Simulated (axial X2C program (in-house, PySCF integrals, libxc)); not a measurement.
AuH⁺: from Re and ωe to a spectrum

A bond curve at the PBE0 level, with spin–orbit coupling, was computed with an in-house all-electron X2C program for linear molecules (integrals from PySCF) (basis Au dyall-cv3z [13s14p9d6f4g], H dyall-v3z [6s2p1d] (cores contracted in-house)) for the state Ω = 1/2 (⟨Sz⟩ = 0.47, ⟨Lz⟩ = 0.03 at PBE0). Its fit gives Re = 1.5347 Å, ωe = 2235.7 cm⁻¹, ωexe = 49.1 cm⁻¹ and αe = 2.271e-01 cm⁻¹; the masses are 196.9666 and 1.0078 u. Two-component means X2C with spin–orbit coupling and atomic mean-field Coulomb and Gaunt terms.

(1) Find the reduced mass, Be and the force constant.

(2) Estimate the centrifugal constant by the Kratzer relation.

(3) Estimate De from a Morse curve and compare with the computed well depth of 2.262 eV to Au+ + H.

(4) A Morse curve ties αe to the other constants (Pekeris). How well does that hold?

(5) Scale the constants to the deuteride (D 2.0141 u) within the Born–Oppenheimer picture.

One determinant describes the state; a PBE0 search over occupations chose it and may have missed a lower one. Dissociation energies refer to the lowest single-determinant-based atoms at the same level and basis. Density functionals use the spin component along the axis (collinear).

## Answers

(1) From the PBE0 values: μ = 1.0027 u. Be = 16.8576/(μ Re²) = 7.138 cm⁻¹. k = 5.8918×10⁻⁷ μ ωe² = 2.95 mdyn/Å.

(2) D = 4Be³/ωe² = 2.91e-04 cm⁻¹.

(3) De(Morse) = ωe²/(4ωexe) = 3.155 eV against 2.262 eV computed, a ratio of 1.39. The extrapolation overshoots: the well softens faster than a Morse curve, or the lowest atomic limit lies below the one to which the curve heads.

(4) αe(Morse) = 6Be²/ωe × (√(ωexe/Be) − 1) = 2.219e-01 cm⁻¹; the PBE0 curve gives 2.271e-01 cm⁻¹, a ratio of 0.98.

(5) ρ = √(μH/μD) = 0.7092; ωe = 1585.5, ωexe = 24.7, Be = 3.59 cm⁻¹; the zero-point energy falls by 319 cm⁻¹.
